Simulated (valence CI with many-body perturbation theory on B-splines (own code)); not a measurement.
**Bi XX: E2, M1 decay**

Calculated by relativistic CI+MBPT: four valence electrons over a frozen Dirac-Fock core [Kr] 4d10 4f14, radial functions for each j: 11 s, 11 p, 9 d, 7 f, 5 g, 2 h, 1 i, with the one-electron correlation potential Σ1, the two-electron term Σ2, the three-electron term Σ3, Breit, model QED; selected CI, second order for the rest (own B-spline code, finite nucleus).

No measured spectrum was set against this ion. As an estimate, levels hold to about 250 cm⁻¹ or 0.2 % of their energy and the worst to 1 %, as in measured heavy ions of charge 2 to 7. The list stops below the first excitations out of the core. Only levels of the ground parity were solved; by the run's estimate the other parity begins above the list, which can be wrong where configurations are misplaced.

Lines 1 to 6 of 6 in falling wavelength, among levels below 527320 cm⁻¹, chosen from the decays that carry over 1 % of a level's rate. Wavelengths and rates use the calculated energies, so an error of 1000 cm⁻¹ moves a line at 39.07 nm by 0.39 % and its rate by three times that or more. Electric multipoles are in the length gauge, E1 and E2 with the static RPA response of the core. S is in atomic units (e²a₀⁴ for E2 and M2, e²a₀⁶ for E3), for M1 in squared Bohr magnetons. Weak lines are less certain than strong ones. Lines between different terms over intervals too small for the method are left out, as are lines whose strength nearly cancels.

Levels are named by their leading jj configuration (3d3/2^4 stands for four electrons in 3d with j = 3/2), which in mixed levels can hold well under half, so a name can repeat and another be missing.

```csv
λ vac (nm),Upper,Lower,Type,A (s⁻¹),S (a.u.)
41.18,(5s^2 5p1/2 5p3/2) J=1,(5s^2 5p1/2^2) J=0,M1,1.80e+05,1.40e+00
39.07,(5s^2 5p3/2^2) J=2,(5s^2 5p1/2 5p3/2) J=2,M1,1.55e+05,1.72e+00
39.07,(5s^2 5p3/2^2) J=2,(5s^2 5p1/2 5p3/2) J=2,E2,1.91e+04,7.74e-01
38.54,(5s^2 5p1/2 5p3/2) J=2,(5s^2 5p1/2^2) J=0,E2,1.01e+04,3.84e-01
36.68,(5s^2 5p3/2^2) J=2,(5s^2 5p1/2 5p3/2) J=1,M1,1.65e+05,1.50e+00
36.68,(5s^2 5p3/2^2) J=2,(5s^2 5p1/2 5p3/2) J=1,E2,9.83e+03,2.91e-01
```
